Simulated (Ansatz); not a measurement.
Born–Oppenheimer molecular dynamics of C2H9FN2Si (15 atoms, charge 0, multiplicity 1). It starts from a relaxed structure.

Theory: RKS B3LYP-D4/STO-3G in Ansatz 0.2.0.

* ensemble: NVT, Langevin thermostat
* time step: 0.25 fs
* steps asked: 166
* set temperature: 300 K
* friction: 0.01 /fs
* seed: 485094

First frame:

```xyz
15
Properties=species:S:1:pos:R:3
C -1.042 -0.517 1.094
N -0.228 0.281 0.127
C 0.941 -0.493 -0.375
N 1.859 -0.820 0.799
Si -1.081 1.287 -1.043
F -0.040 2.468 -1.504
H -1.777 0.140 1.591
H -1.593 -1.361 0.623
H -0.365 -0.942 1.857
H 1.437 0.121 -1.164
H 0.664 -1.474 -0.835
H 2.719 -1.254 0.350
H 2.220 0.127 1.118
H -2.246 1.822 -0.368
H -1.491 0.565 -2.240
```

(1) What does the run give?

(2) What happens to the structure?

(3) How do temperature and energy run in time?

## Answers

(1) All steps were run.

```
steps done                                               : 166
time covered                                             : 41.5 fs
mean temperature over the second half                    : 218 K
spread of the potential energy over the second half      : 4.6 meV per atom
mean potential energy of the second half above the start : 25.6 meV per atom
```

The mean temperature of the second half is 27 % below the set value. A run of 0.042 ps of so small a system gives no equilibrium averages. Limits of this set-up: minimal basis.

(2) The same pairs are bonded in the first frame and the last. Pairs count as bonded within 1.25 times the sum of covalent radii (0.12 Å more for H–H). This is one draw of velocities; another would differ in detail.

(3) 
```csv
time (fs),T (K),potential energy less start (eV)
0,280,0.000
3.25,124,0.273
6.5,103,0.353
9.75,197,0.177
13,204,0.240
16.25,154,0.384
19.5,203,0.316
22.75,197,0.369
26,198,0.406
29.25,236,0.327
32.5,263,0.284
35.75,197,0.462
39,225,0.484
```

The run took 7.1 min on 1 thread of Arm Neoverse V1, with other jobs on the host, peak memory 0.1 GiB.
